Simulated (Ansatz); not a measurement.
`[OH][Sc]([Cl])[Cl]` + NH₃ → `[NH2][Sc]([OH])[Cl]` + HCl at 700 K and 1 bar (ligand exchange at the Sc–Cl bond).

Program: Ansatz. Geometries: PBE0-D4/def2-TZVP. ΔE: electronic, gas phase. CBS: MP2 limit from def2 TZ/QZ plus the TZ coupled-cluster correction, frozen cores. This one scheme is used for every species. For Sc outer-core shells are correlated without core-valence functions, which leaves a few kJ/mol of doubt a bond. Scalar relativity is left out up to krypton. One conformer a species, not always the lowest.

```json
{"species": "`[OH][Sc]([Cl])[Cl]`", "CCSD(T)/CBS energy (Eh)": "-1755.74696", "H − E (kJ/mol)": "96.1", "S (J/(mol·K))": "424.2"}
{"species": "NH₃", "CCSD(T)/CBS energy (Eh)": "-56.50880", "H − E (kJ/mol)": "116.9", "S (J/(mol·K))": "226.5"}
{"species": "`[NH2][Sc]([OH])[Cl]`", "CCSD(T)/CBS energy (Eh)": "-1351.83246", "H − E (kJ/mol)": "168.3", "S (J/(mol·K))": "447.3"}
{"species": "HCl", "CCSD(T)/CBS energy (Eh)": "-460.38127", "H − E (kJ/mol)": "38.4", "S (J/(mol·K))": "211.8"}
```

H − E and S are ideal-gas, rigid-rotor, harmonic terms from PBE0-D4/def2-TZVP, for one conformer and one mirror image of each species. 1 Eh = 2625.50 kJ/mol, R = 8.31446 J/(mol·K).

By hand: ΔE, ΔH, ΔS and ΔG.

ΔE = (-1351.83246) + (-460.38127) − (-1755.74696) − (-56.50880) = 0.04203 Eh = 110.3 kJ/mol. Δ(H − E) = 168.3 + 38.4 − 96.1 − 116.9 = -6.3, so ΔH = 104.0 kJ/mol. ΔS = 447.3 + 211.8 − 424.2 − 226.5 = 8.4 J/(mol·K). ΔG = 104.0 − 700 × (8.4)/1000 = 98.1 kJ/mol.

By hand: the equilibrium constant, and the temperature at which ΔG would vanish if ΔH and ΔS stayed fixed.

log₁₀ K = −ΔG/(RT ln 10) = -7.3. ΔG = 0 at ΔH/ΔS = 12381 K, far beyond where these terms or the molecules hold.

The number of gas molecules stays the same, so ΔS is small and ΔH decides. A doubt of 5 kJ/mol in ΔE shifts log₁₀ K by 0.4 here. Other conformers and mirror images would add mixing entropy, several J/(mol·K) or more a flexible species. These are equilibria of isolated gas molecules and say nothing of rates. Largest T1 diagnostic: 0.015 (customary marks: 0.02 for closed shells, 0.045 for open ones).
